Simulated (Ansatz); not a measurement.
`[OH][Zr]([OH])([F])[SeH]`, charge 0, multiplicity 1.

Task: Give a relaxed structure at PBE0-D4/def2-TZVP (the Gaussian-basis code of Ansatz). (An estimate is asked.)

Result: Ansatz gave: 
Z-matrix (Å, degrees):
```
Zr
O 1 1.901
F 1 1.909 2 110.4
O 1 1.905 2 114.0 3 -121.4
Se 1 2.606 2 104.8 3 119.1
H 2 0.953 1 168.6 3 105.8
H 4 0.953 1 169.1 2 -24.0
H 5 1.473 1 89.4 2 171.1
```
